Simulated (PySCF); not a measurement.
**`InChI=1S/C4H6O4S2/c5-9-2-1-4(3-9)10(6,7)8/h1-2,4H,3H2,(H,6,7,8)/t4-,9+/m0/s1`**

Cartesian coordinates in Å; atom numbers follow the order of the lines, from 1:
```xyz
16

O    -0.5219    1.9576   -1.1293
S    -1.3887    0.7583   -1.2373
C    -1.7823    0.3418    0.4830
C    -0.9225   -0.5088    1.0225
C     0.1528   -0.9735    0.1310
S     1.6506    0.0710    0.4998
O     2.4312    0.0918   -0.6996
O     2.2379   -0.4348    1.6942
O     1.0600    1.4796    0.8083
C    -0.2473   -0.6940   -1.2962
H    -2.5963    0.8439    0.9691
H    -0.9382   -0.8219    2.0542
H     0.4963   -1.9878    0.3170
H     0.5453    1.8454    0.0223
H    -0.8026   -1.5184   -1.7427
H     0.6178   -0.4413   -1.9079
```

Computed, not measured: GIAO B97-2/pcSseg-1 magnetisability, rotational g tensor and spin-rotation constants, non-relativistic, gas phase in PySCF. Geometry: GFN2-xTB.

Question: Give the nuclear spin-rotation constants along the inertial axes (H = +C I·J) beside the isotropic shieldings.

Answer: Rotational constants 1.9778, 0.8986, 0.8324 GHz. A star marks the isotopologue with that one atom substituted, in its own axes.
| atom | isotope | Caa (kHz) | Cbb (kHz) | Ccc (kHz) | mean (kHz) | σ (ppm) |
| --- | --- | --- | --- | --- | --- | --- |
| H11 | 1H | -0.101 | -0.064 | 0.001 | -0.055 | 25.0 |
| H12 | 1H | -0.145 | 0.039 | -0.067 | -0.058 | 24.5 |
| H13 | 1H | -0.138 | -0.057 | -0.027 | -0.074 | 27.5 |
| H14 | 1H | 0.029 | -0.029 | -0.035 | -0.012 | 19.9 |
| H15 | 1H | -0.163 | -0.091 | -0.006 | -0.087 | 29.0 |
| H16 | 1H | -0.162 | 0.002 | -0.071 | -0.077 | 27.6 |
| O1 | 17O* | -0.182 | -0.146 | -0.070 | -0.133 | 259.1 |
| S2 | 33S* | 0.851 | 0.365 | 0.338 | 0.518 | 159.4 |
| C3 | 13C* | 0.614 | 0.317 | 0.270 | 0.400 | 44.6 |
| C4 | 13C* | 0.599 | 0.349 | 0.266 | 0.405 | 39.5 |
| C5 | 13C* | 0.420 | 0.213 | 0.198 | 0.277 | 110.5 |
| S6 | 33S* | 0.804 | 0.317 | 0.347 | 0.489 | 206.8 |
| O7 | 17O* | -0.474 | -0.229 | -0.203 | -0.302 | 96.8 |
| O8 | 17O* | -0.487 | -0.194 | -0.149 | -0.277 | 136.1 |
| O9 | 17O* | -0.468 | -0.204 | -0.164 | -0.278 | 128.2 |
| C10 | 13C* | 0.390 | 0.171 | 0.182 | 0.248 | 128.3 |

For the geometry as given, no vibrational averaging.
